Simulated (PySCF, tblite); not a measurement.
Species: C₄H₆B₂F₂O₂.
SMILES with atom numbers: `[OH:1][B:2]([OH:3])[CH2:4][C:5]#[C:6][CH2:7][B:8]([F:9])[F:10]` (hydrogens: H11 on O1; H12 on O3; H13, H14 on C4; H15, H16 on C7)

Computed with GFN2-xTB (tblite), gas phase: Langevin dynamics at 300 K from the optimised GFN2-xTB geometry, time step 0.5 fs, friction 0.01 fs⁻¹, 2000 steps. Over the second half of the run the saved frames average 285 K.

Frame at 250 fs, instantaneous temperature 312 K:
```
atom  x, y, z in Å
O1      3.143    0.929   -0.226
B2      1.976    0.368    0.321
O3      1.490    1.046    1.358
C4      1.331   -1.067   -0.127
C5     -0.140   -1.106    0.137
C6     -1.328   -0.918    0.082
C7     -2.801   -0.735    0.175
B8     -3.124    0.410    1.238
F9     -2.165    1.026    1.839
F10    -4.361    0.746    1.615
H11     3.554    1.545    0.383
H12     0.651    0.786    1.681
H13     1.663   -1.226   -1.115
H14     1.961   -1.785    0.386
H15    -3.267   -1.713    0.455
H16    -3.245   -0.471   -0.834
```

Frame at 425 fs, instantaneous temperature 298 K:
```
atom  x, y, z in Å
O1      2.768    0.618   -0.088
B2      1.605    0.327    0.526
O3      1.088    1.212    1.434
C4      0.947   -1.155    0.355
C5     -0.502   -1.052    0.377
C6     -1.682   -1.063    0.532
C7     -3.130   -0.767    0.705
B8     -3.511    0.342    1.736
F9     -2.562    0.844    2.581
F10    -4.751    0.791    1.816
H11     3.268    1.454    0.109
H12     0.467    0.979    2.080
H13     1.393   -1.562   -0.581
H14     1.226   -1.770    1.274
H15    -3.493   -1.716    1.041
H16    -3.565   -0.623   -0.319
```

Frame at 625 fs, instantaneous temperature 349 K:
```
atom  x, y, z in Å
O1      2.952    0.597    0.089
B2      1.748    0.403    0.412
O3      1.071    1.332    1.151
C4      0.961   -0.935   -0.037
C5     -0.450   -0.835    0.105
C6     -1.544   -1.051    0.583
C7     -3.028   -0.863    0.890
B8     -3.508    0.043    2.086
F9     -2.862    0.165    3.146
F10    -4.623    0.771    1.954
H11     3.332    1.420    0.384
H12     0.141    1.083    1.272
H13     1.167   -1.267   -1.075
H14     1.248   -1.746    0.642
H15    -3.452   -1.952    0.921
H16    -3.440   -0.441   -0.044
```

Frame at 800 fs, instantaneous temperature 227 K:
```
atom  x, y, z in Å
O1      3.150    0.462    0.480
B2      1.926    0.367    0.988
O3      1.580    1.203    1.974
C4      0.931   -0.737    0.317
C5     -0.486   -0.761    0.587
C6     -1.664   -0.732    0.800
C7     -3.092   -0.744    0.969
B8     -3.546    0.046    2.217
F9     -2.781    0.046    3.278
F10    -4.584    0.787    2.364
H11     3.767    1.133    0.715
H12     0.664    1.142    2.193
H13     0.961   -0.599   -0.758
H14     1.311   -1.757    0.544
H15    -3.387   -1.819    1.147
H16    -3.557   -0.527   -0.002
```

Frame at 1000 fs, instantaneous temperature 260 K:
```
atom  x, y, z in Å
O1      3.104    0.399    0.606
B2      1.800    0.317    1.007
O3      1.257    1.116    1.940
C4      0.947   -0.781    0.141
C5     -0.480   -0.462    0.367
C6     -1.503    0.146    0.677
C7     -2.829    0.675    0.913
B8     -3.369    0.802    2.419
F9     -2.584    0.988    3.485
F10    -4.659    0.760    2.666
H11     3.507    1.152    1.026
H12     0.340    0.966    2.070
H13     1.208   -0.832   -0.878
H14     1.181   -1.765    0.514
H15    -3.500    0.197    0.238
H16    -2.752    1.744    0.659
```

Q: What do single points at PBE0/pcSseg-1 (PySCF, gas phase) give on these frames?

A: 
| t (fs) | GFN2-xTB E above start (eV) | DFT E above lowest frame (eV) | HOMO (eV) | LUMO (eV) | dipole (D) |
| --- | --- | --- | --- | --- | --- |
| 250 | 0.60 | 0.19 | -7.49 | -0.11 | 1.27 |
| 425 | 0.51 | 0.20 | -7.15 | -0.14 | 0.45 |
| 625 | 0.77 | 0.48 | -7.38 | -0.01 | 0.59 |
| 800 | 0.35 | 0.01 | -7.23 | 0.24 | 1.06 |
| 1000 | 0.39 | 0.00 | -7.38 | -0.01 | 1.11 |

The two levels order the frames alike by energy but for pairs within 0.08 eV at one level; measured from each level's lowest frame they differ by 0.06 eV at most. The HOMO–LUMO gap runs from 7.01 to 7.47 eV. These are instantaneous structures, not minima.

Q: And the isotropic GIAO shieldings (ppm) from the same runs?

A: 
```tsv
atom	250 fs	425 fs	625 fs	800 fs	1000 fs	mean	range
O1	223.5	211.2	225.7	231.5	225.0	223.4	20.3
B2	69.5	73.2	76.1	75.1	71.2	73.0	6.6
O3	198.7	215.3	202.6	212.5	212.1	208.2	16.6
C4	178.9	174.6	179.4	181.2	177.0	178.2	6.6
C5	101.9	99.6	93.3	102.2	91.7	97.7	10.5
C6	102.1	108.5	99.6	110.6	103.0	104.8	11.0
C7	174.8	180.4	173.7	183.0	179.9	178.4	9.3
B8	72.7	70.4	75.6	74.7	73.0	73.3	5.2
F9	233.7	237.0	240.2	238.3	245.1	238.9	11.4
F10	245.1	238.0	244.7	248.6	235.3	242.3	13.3
H11	27.9	26.2	27.3	27.9	27.9	27.4	1.7
H12	26.7	27.6	26.2	27.2	26.1	26.8	1.5
H13	30.5	29.2	29.6	29.8	30.7	30.0	1.5
H14	30.6	28.5	29.2	29.4	30.6	29.7	2.1
H15	28.7	30.1	28.0	28.8	29.7	29.1	2.1
H16	28.7	28.9	28.9	29.3	29.5	29.1	0.8
```

What follows is the cost of the whole dynamics run. Time: 13 s of wall time; peak memory 0.18 GiB. Hardware: one thread, Intel Xeon Platinum 8488C (x86_64), no GPU, shared host with 192 logical CPUs at a one-minute load of 77.
